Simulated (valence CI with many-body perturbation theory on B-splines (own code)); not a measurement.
**Ge²⁶⁺: electric-dipole lines**

Computed by configuration interaction combined with many-body perturbation theory (CI+MBPT): four valence electrons over a frozen Dirac-Fock core [He], radial functions for each j: 11 s, 11 p, 10 d, 8 f, 5 g, 2 h, with the one-electron correlation potential Σ1, the two-electron term Σ2, the three-electron term Σ3, Breit, model QED; selected CI, second order for the rest, scaled by the run's own slope (own B-spline code, finite nucleus).

No measured spectrum was set against this ion. As an estimate, large intervals hold to a few tenths of a per cent, small ones and those within an open d or f shell to about a per cent. Among the levels kept, up to 1100 cm⁻¹ of a level comes from second order outside the variational space, and about a tenth of that is noise between levels of different J, which matters for small intervals.

Lines 201 to 250 of 544 in falling wavelength, among levels below 1870.7 eV, chosen from the strongest by gf and those to the six lowest levels. Wavelengths and rates use the calculated energies. Electric multipoles are in the length gauge with retardation, E1 and E2 with the static RPA response of the core. Weak lines are less certain than strong ones. Lines between different terms over intervals too small for the method are left out, as are lines whose strength nearly cancels. Where a level lies close to another of its J and parity, the split of strength between their lines is uncertain. The highest levels of a list are the least certain.

Levels are named by their leading jj configuration (3d3/2^4 stands for four electrons in 3d with j = 3/2), which in mixed levels can hold well under half, so a name can repeat and another be missing. Letters in brackets count levels of one name in rising energy.

```
λ vac (nm)                           Upper                       Lower   A (s⁻¹)  S (a.u.) with core polarisation  S without
     8.107  (2s 2p1/2 2p3/2 3d5/2) J=2 [d]      (2s^2 2p1/2 3d5/2) J=3  6.13e+10                         8.06e-02   8.08e-02
     8.098      (2s 2p3/2^2 3p3/2) J=2 [d]      (2s^2 2p3/2 3p3/2) J=2  4.47e+10                         5.86e-02   5.88e-02
     8.090      (2s 2p3/2^2 3d5/2) J=3 [c]      (2s^2 2p3/2 3d3/2) J=3  2.20e+10                         4.03e-02   4.04e-02
     8.070      (2s 2p3/2^2 3p3/2) J=2 [b]      (2s^2 2p3/2 3p3/2) J=3  3.78e+10                         4.90e-02   4.91e-02
     8.053      (2s 2p3/2^2 3p1/2) J=1 [b]      (2s^2 2p3/2 3p1/2) J=2  6.29e+10                         4.87e-02   4.88e-02
     8.050      (2s 2p3/2^2 3d5/2) J=4 [b]      (2s^2 2p3/2 3d5/2) J=4  5.32e+10                         1.23e-01   1.24e-01
     8.046         (2s 2p3/2^2 3s) J=1 [a]         (2s^2 2p3/2 3s) J=2  6.50e+10                         5.02e-02   5.03e-02
     8.043      (2s 2p3/2^2 3d3/2) J=1 [b]      (2s^2 2p3/2 3d3/2) J=2  5.70e+10                         4.39e-02   4.40e-02
     8.035      (2s 2p3/2^2 3d5/2) J=3 [b]      (2s^2 2p3/2 3d5/2) J=4  3.76e+10                         6.74e-02   6.76e-02
     8.021                (2s 2p3/2^3) J=1          (2s^2 2p3/2^2) J=0  2.85e+10                         2.18e-02   2.18e-02
     8.018      (2s 2p3/2^2 3p3/2) J=3 [b]      (2s^2 2p3/2 3p3/2) J=3  6.32e+10                         1.13e-01   1.13e-01
     8.013  (2s 2p1/2 2p3/2 3d3/2) J=1 [e]      (2s^2 2p1/2 3d3/2) J=2  3.25e+10                         2.47e-02   2.48e-02
     8.009         (2s 2p3/2^2 3s) J=1 [b]         (2s^2 2p3/2 3s) J=1  8.25e+10                         6.27e-02   6.29e-02
     8.005      (2s 2p1/2 2p3/2^2) J=1 [a]      (2s^2 2p1/2 2p3/2) J=1  4.50e+10                         3.41e-02   3.43e-02
     7.993      (2s 2p3/2^2 3p1/2) J=2 [b]      (2s^2 2p3/2 3p1/2) J=2  6.17e+10                         7.78e-02   7.80e-02
     7.970      (2s 2p3/2^2 3d5/2) J=2 [b]      (2s^2 2p3/2 3d3/2) J=3  4.72e+10                         5.89e-02   5.91e-02
     7.934      (2s 2p3/2^2 3p1/2) J=1 [a]      (2s^2 2p3/2 3p1/2) J=1  5.91e+10                         4.37e-02   4.38e-02
     7.919         (2s 2p3/2^2 3s) J=2 [c]         (2s^2 2p3/2 3s) J=2  6.46e+10                         7.91e-02   7.94e-02
     7.914      (2s 2p3/2^2 3d5/2) J=3 [c]      (2s^2 2p3/2 3d5/2) J=4  2.64e+10                         4.53e-02   4.54e-02
     7.908       (2p1/2^2 2p3/2 3p1/2) J=2      (2s 2p1/2^2 3p1/2) J=1  1.96e+10                         2.39e-02   2.39e-02
     7.802      (2s 2p3/2^2 3d5/2) J=2 [d]      (2s^2 2p3/2 3d5/2) J=3  6.83e+10                         8.00e-02   8.02e-02
     7.795      (2s 2p3/2^2 3p3/2) J=2 [c]      (2s^2 2p3/2 3p3/2) J=3  3.35e+10                         3.92e-02   3.93e-02
     7.626      (2s 2p3/2^2 3p3/2) J=1 [c]      (2s^2 2p3/2 3p3/2) J=2  4.58e+10                         3.01e-02   3.02e-02
     7.497                (2p3/2^3 3s) J=2         (2s 2p3/2^2 3s) J=3  2.12e+10                         2.20e-02   2.21e-02
     7.425      (2s 2p1/2 2p3/2^2) J=1 [b]      (2s^2 2p1/2 2p3/2) J=2  9.94e+10                         6.03e-02   6.05e-02
     7.077                (2s 2p3/2^3) J=1          (2s^2 2p3/2^2) J=2  1.11e+11                         5.84e-02   5.86e-02
     7.068      (2s 2p1/2 2p3/2^2) J=1 [b]      (2s^2 2p1/2 2p3/2) J=1  2.95e+10                         1.54e-02   1.55e-02
     6.808      (2s 2p1/2 2p3/2^2) J=1 [a]          (2s^2 2p1/2^2) J=0  5.28e+09                         2.47e-03   2.48e-03
     6.758                (2s 2p3/2^3) J=2      (2s^2 2p1/2 2p3/2) J=2  1.43e+10                         1.09e-02   1.09e-02
     6.479           (2p1/2^2 2p3/2^2) J=2      (2s 2p1/2^2 2p3/2) J=2  9.47e+09                         6.36e-03   6.38e-03
     6.118      (2s 2p1/2 2p3/2^2) J=1 [b]          (2s^2 2p1/2^2) J=0  1.13e+10                         3.84e-03   3.85e-03
     5.696                (2s 2p3/2^3) J=1      (2s^2 2p1/2 2p3/2) J=1  1.06e+10                         2.91e-03   2.91e-03
    0.8411                (2p3/2^3 3s) J=1               (2p3/2^4) J=0  3.74e+12                         3.29e-03   3.28e-03
    0.8399      (2p1/2 2p3/2^2 3s) J=2 [b]         (2p1/2 2p3/2^3) J=2  5.64e+12                         8.24e-03   8.22e-03
    0.8388      (2p1/2 2p3/2^2 3s) J=1 [a]         (2p1/2 2p3/2^3) J=1  4.25e+12                         3.71e-03   3.70e-03
    0.8375         (2s 2p3/2^2 3s) J=2 [b]            (2s 2p3/2^3) J=2  1.95e+12                         2.83e-03   2.82e-03
    0.8353          (2p1/2^2 2p3/2 3s) J=1       (2p1/2^2 2p3/2^2) J=2  3.61e+12                         3.12e-03   3.11e-03
    0.8332             (2s^2 2p3/2 3s) J=1          (2s^2 2p3/2^2) J=0  2.01e+12                         1.72e-03   1.71e-03
    0.8330         (2s 2p3/2^2 3s) J=1 [b]            (2s 2p3/2^3) J=1  4.39e+12                         3.76e-03   3.75e-03
    0.8303     (2s 2p1/2 2p3/2 3s) J=2 [c]  (2s 2p1/2 2p3/2^2) J=2 [b]  2.41e+12                         3.41e-03   3.39e-03
    0.8294     (2s 2p1/2 2p3/2 3s) J=1 [a]  (2s 2p1/2 2p3/2^2) J=2 [a]  4.99e+12                         4.21e-03   4.19e-03
    0.8284     (2s 2p1/2 2p3/2 3s) J=1 [b]  (2s 2p1/2 2p3/2^2) J=1 [a]  3.22e+12                         2.71e-03   2.70e-03
    0.8280     (2s 2p1/2 2p3/2 3s) J=2 [b]      (2s 2p1/2 2p3/2^2) J=3  3.91e+12                         5.48e-03   5.45e-03
    0.8241             (2s^2 2p1/2 3s) J=1      (2s^2 2p1/2 2p3/2) J=2  3.62e+12                         3.00e-03   2.99e-03
    0.8238             (2s^2 2p3/2 3s) J=2          (2s^2 2p3/2^2) J=2  1.77e+12                         2.44e-03   2.43e-03
    0.8234      (2p1/2 2p3/2^2 3s) J=2 [a]       (2p1/2^2 2p3/2^2) J=2  2.63e+12                         3.62e-03   3.61e-03
    0.8222             (2s 2p1/2^2 3s) J=1      (2s 2p1/2^2 2p3/2) J=2  2.98e+12                         2.45e-03   2.44e-03
    0.8218             (2s^2 2p3/2 3s) J=1          (2s^2 2p3/2^2) J=2  5.16e+12                         4.24e-03   4.22e-03
    0.8204          (2s^2 2p3/2 3p3/2) J=1      (2s 2p1/2^2 2p3/2) J=2  5.75e+11                         4.70e-04   4.69e-04
    0.8203             (2s^2 2p1/2 3s) J=0      (2s^2 2p1/2 2p3/2) J=1  5.20e+12                         1.42e-03   1.41e-03
```
